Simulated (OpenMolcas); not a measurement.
# Ca: effect of the active space

```yaml
Program: OpenMolcas
Method: CASSCF
Basis: ANO-RCC-VTZP
Scalar_Hamiltonian: DKH2, point nucleus
Spin-orbit_coupling: state interaction with AMFI integrals over the reference wave functions, term energies averaged over their components
```

A. 2 electrons in 4 orbitals (4s 4p); 2S+1 = 3 even, 3 roots; 2S+1 = 1 even, 6 roots; 2S+1 = 3 odd, 3 roots; 2S+1 = 1 odd, 3 roots; cost of the order of 12 core-seconds
B. 2 electrons in 8 orbitals (4s 4p 5s 5p); 2S+1 = 3 even, 3 roots; 2S+1 = 1 even, 7 roots; 2S+1 = 3 odd, 3 roots; 2S+1 = 1 odd, 3 roots; cost about 17 core-seconds
C. 2 electrons in 9 orbitals (3d 4s 4p); 2S+1 = 3 even, 18 roots (8 in the spin-orbit step); 2S+1 = 1 even, 12 roots; 2S+1 = 3 odd, 18 roots; 2S+1 = 1 odd, 8 roots; cost of the order of 26 core-seconds

Energies in cm⁻¹ above 4s² ¹S₀, the measured ground level; measured values from NIST Handbook of Basic Atomic Spectroscopic Data.

```csv
Level,A,B,C,Measured
4s² ¹S₀,0.0,0.0,0.0,0.0
4s 4p ³P°₀,13637,14597,13990,15158
4s 4p ³P°₁,13676,14636,14020,15210
4s 4p ³P°₂,13754,14714,14081,15316
4s 4p ¹P°₁,29508,30520,24382,23652
```

Deviations, from unrounded energies. A percentage is the sum of absolute deviations over the sum of measured energies, with the sign that they share, or ± where signs differ.

```
           Against measurement  Levels      A      B     C
mean absolute deviation (cm-1)       4   2600   2200  1100
      other configurations (%)       4  ±15.1  ±12.4  ±6.2
```

C lies closest to measurement on these levels and A furthest from it. The largest miss of C in the table is 4s 4p ³P°₂, by -1200 cm-1. The ranking rests on the paired levels alone, and a cruder setting can come out closer through cancelling errors.

Among A to C the level of the table that moves most is 4s 4p ¹P°₁, by 6100 cm-1 (lowest in C, highest in B).

Without dynamic correlation excited terms often stand tens of per cent too high (terms of higher spin than the ground term too low), and those without a measured partner can miss by more than the paired ones. The run also gave levels led by 4s 5s, which use shells meant for correlation; these and all levels above them are left out (holds for B). Some high roots are left out of the spin-orbit mixing, which shifts the levels that they would mix with (holds for C). Computed and measured levels are paired by configuration, term and J; levels that our copy of the source lacks, or whose pairing is in doubt (as where it misses far off the trend of its configuration), stay unpaired and out of the deviations. Levels of configurations outside the active space are missing. The table leaves out levels that lie high or whose names do not pair safely across all columns.

° marks odd parity.
